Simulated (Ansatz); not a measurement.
Si(vinyl)2(NHMe)2 (C6H14N2Si), relaxed as a singlet with RKS PBE-D4/def2-SVP in Ansatz, starting from the GFN2-xTB geometry. Force threshold 0.03 eV/Å.

Start:

Cartesian coordinates in Å:
```
Si -0.093 0.061 -0.070
C -1.778 0.846 0.294
C -2.870 0.158 0.584
H -1.839 1.927 0.309
H -2.870 -0.920 0.592
H -3.814 0.627 0.819
C 1.260 1.373 0.131
C 1.251 2.553 -0.467
H 2.118 1.120 0.743
H 0.431 2.864 -1.096
H 2.054 3.269 -0.363
N -0.207 -0.654 -1.643
C 0.954 -1.176 -2.328
H -0.844 -0.212 -2.287
H 1.557 -0.390 -2.798
H 1.577 -1.695 -1.604
H 0.645 -1.883 -3.100
N 0.382 -1.255 0.946
C 0.481 -1.140 2.381
H 0.052 -2.168 0.669
H 1.147 -1.912 2.776
H 0.895 -0.165 2.629
H -0.490 -1.230 2.882
```

**Question.** Estimate the energy that the relaxation releases and the steps that it takes.

**Answer.** 31.8 kJ/mol, in 26 steps; 59 s on 4 threads of Arm Neoverse V2 on a shared host. No frequencies were taken in this run, so the end may be a saddle point.

**Question.** Does the start keep its bonding?

**Answer.** By distances, no bond broke or formed. The bond that changes most is C3–H5, from 1.08 to 1.11 Å (atoms count from 1).

**Question.** Predict the relaxed structure.

**Answer.** 
Cartesian coordinates in Å:
```
Si -0.159 0.040 -0.318
C -1.855 0.861 -0.247
C -2.757 0.542 0.704
H -2.131 1.642 -0.983
H -2.528 -0.225 1.466
H -3.751 1.019 0.771
C 1.163 1.350 -0.013
C 0.907 2.602 0.418
H 2.218 1.085 -0.227
H -0.120 2.932 0.656
H 1.701 3.358 0.560
N -0.070 -0.742 -1.875
C 1.075 -1.490 -2.361
H -0.695 -0.402 -2.608
H 1.798 -0.887 -2.963
H 1.632 -1.902 -1.494
H 0.768 -2.358 -2.987
N 0.101 -1.212 0.866
C 0.641 -1.067 2.205
H -0.353 -2.110 0.685
H 1.399 -1.848 2.440
H 1.148 -0.085 2.295
H -0.132 -1.103 3.010
```
Bond lengths: 2 × C–N 1.45 Å; 2 × N–Si 1.74 Å; 2 × C–Si 1.89 Å; 2 × C–C 1.35 Å; 12 × C–H 1.10 to 1.12 Å; 2 × H–N 1.02 Å.
